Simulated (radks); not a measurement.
The numbers below are computed, except where a source is named.
Question: Os III, 74 electrons, occupied as [Xe] 4f14 5d6 (the NIST ground configuration). Code: a radial shooting solver on a logarithmic mesh with Libxc functionals. Model: Dirac Kohn-Sham, PBE, spin-unpolarised, spherical densities, finite nucleus; open shells fill j = l - 1/2 first; Fermi nuclear charge, rms radius 5.4126 fm. Some entries of the table are withheld. Estimate them.

| orbital | occ. | eigenvalue (hartree) | <r> (bohr) |
|---|---|---|---|
| 1s1/2 | 2 | -2710.343 | 0.01774 |
| 2s1/2 | 2 | -472.2204 | 0.07427 |
| 2p1/2 | 2 | -452.2407 | 0.06130 |
| 2p3/2 | 4 | -395.9720 | 0.06950 |
| 3s1/2 | 2 | -110.3560 | 0.1934 |
| 3p1/2 | 2 | (1) | 0.1835 |
| 3p3/2 | 4 | (2) | 0.1986 |
| 3d3/2 | 4 | -74.07623 | 0.1734 |
| 3d5/2 | 6 | -71.41821 | 0.1781 |
| 4s1/2 | 2 | -23.77167 | 0.4317 |
| 4p1/2 | 2 | -20.00652 | 0.4357 |
| 4p3/2 | 4 | -17.12446 | 0.4692 |
| 4d3/2 | 4 | -10.93813 | 0.4824 |
| 4d5/2 | 6 | -10.40424 | 0.4938 |
| 5s1/2 | 2 | -3.97150 | 1.008 |
| 5p1/2 | 2 | -2.81235 | 1.101 |
| 4f5/2 | 6 | -2.57689 | 0.5526 |
| 4f7/2 | 8 | -2.47381 | 0.5608 |
| 5p3/2 | 4 | -2.36430 | 1.200 |
| 5d3/2 | 4 | -0.85981 | (3) |
| 5d5/2 | 2 | -0.81812 | (4) |
| 6s1/2 | 0 | -0.76047 | 2.638 |
| 6p1/2 | 0 | -0.53691 | 3.154 |
| 6p3/2 | 0 | -0.49036 | 3.400 |

Answer: 
(1) 3p1/2 eigenvalue (hartree): -101.3946
(2) 3p3/2 eigenvalue (hartree): -89.12416
(3) 5d3/2 <r> (bohr): 1.672
(4) 5d5/2 <r> (bohr): 1.728
